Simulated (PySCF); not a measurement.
# Polarisability and C₆ of Mn⁺ (manganese, charge +1)

[Ar] 3d6, high-spin 5D determinant (an excited configuration). Calculation: PySCF 2.14, in aug-cc-pwCVTZ-DK (10s9p7d4f3g, 127 functions); scalar relativity by spin-free X2C-1e. Coupled (time-dependent) response in atomic units; α is the mean over directions.

```json
{"method": "UHF", "mean α (bohr³)": "9.168", "α xx, yy, zz": "10.29, 10.29, 6.927", "C₆ (like pair)": "31.22", "S(−4)": "140.9"}
{"method": "PBE", "mean α (bohr³)": "13.69", "α xx, yy, zz": "15.08, 15.08, 10.90", "C₆ (like pair)": "48.95", "S(−4)": "340.3"}
```

S(−4) is the Cauchy moment in α(ω) = α(0) + S(−4) ω² + …

α(iu) at UHF:

```csv
u (hartree),α(iu) (bohr³)
0,9.168
0.0500,8.848
0.100,8.144
0.200,6.717
0.300,5.642
0.500,4.265
0.750,3.243
1.00,2.572
1.50,1.749
2.00,1.276
3.00,0.7694
5.00,0.3696
```

A single London oscillator, α(iu) = α/(1 + u²/ω²), gives C₆ = (3/4) ω α². Matching the computed C₆ needs ω = 4 × 31.22 / (3 × 9.168²) = 0.495 hartree.

For an ion, C₆ is the dispersion term alone; charge-induced terms of lower order in 1/R come first.

The components differ because the open shell of this determinant is not spherical; for a pure term their mean is the scalar polarisability.
